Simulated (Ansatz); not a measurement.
Born–Oppenheimer molecular dynamics of FGeH$_{5}$O$_{4}$ (11 atoms, charge 0, multiplicity 1). It starts at the highest image of a converged band, a first-order saddle point between two minima.

Computed with Ansatz, RKS PBE-D4/def2-SVP.

- ensemble: NVE (velocity Verlet)
- time step: 0.5 fs
- steps asked: 200
- starting velocities drawn for: 300 K
- seed: 6048

First frame:

```xyz
11
Properties=species:S:1:pos:R:3
Ge 0.192 0.242 -0.065
F -0.566 0.141 1.963
O 1.732 -0.026 -0.946
H 1.698 -0.926 -1.323
O -0.901 1.441 -0.779
H -1.663 0.965 -1.162
O -0.484 -1.419 -0.156
H -0.982 -1.563 0.673
O 1.098 1.419 1.176
H 2.037 1.147 1.216
H 0.350 0.881 1.945
```

Question: How far do the bonds stretch over the last three quarters of this one trajectory? (Pairs bonded in most of those frames.)

Answer: 
```json
{"bond": "Ge1–O3", "mean (Å)": "1.787", "spread (Å)": "0.013", "shortest": "1.77", "longest": "1.81"}
{"bond": "Ge1–O5", "mean (Å)": "1.769", "spread (Å)": "0.017", "shortest": "1.75", "longest": "1.80"}
{"bond": "Ge1–O7", "mean (Å)": "1.782", "spread (Å)": "0.034", "shortest": "1.74", "longest": "1.84"}
{"bond": "Ge1–O9", "mean (Å)": "1.851", "spread (Å)": "0.039", "shortest": "1.80", "longest": "1.93"}
{"bond": "F2–H11", "mean (Å)": "1.012", "spread (Å)": "0.063", "shortest": "0.94", "longest": "1.14"}
{"bond": "O3–H4", "mean (Å)": "0.978", "spread (Å)": "0.010", "shortest": "0.96", "longest": "0.99"}
{"bond": "O5–H6", "mean (Å)": "0.981", "spread (Å)": "0.039", "shortest": "0.92", "longest": "1.04"}
{"bond": "O7–H8", "mean (Å)": "0.982", "spread (Å)": "0.017", "shortest": "0.95", "longest": "1.02"}
{"bond": "O9–H10", "mean (Å)": "0.979", "spread (Å)": "0.003", "shortest": "0.97", "longest": "0.98"}
```

Pairs bonded in part of these frames only: Ge1–F2 12 %, F2–H11 81 %, O9–H11 5 %.

Mean temperature of the second half: 438 K. The conserved energy stayed within 0.3 meV per atom of its start (net change 0.13 meV per atom), so the integration is sound. The kinetic energy rose, since the run started high on the potential surface and went downhill. It ends in pieces (FH + GeH4O4), so much of that is their flight and rotation, not heat. A run of 0.1 ps of so small a system gives no equilibrium averages. The orbitals stay closed-shell, which can raise the energy where a bond breaks towards radicals; this wasn't checked here.

Time of the run: 5 min on 4 threads of Arm Neoverse V1 (shared host), peak memory 0.19 GiB.
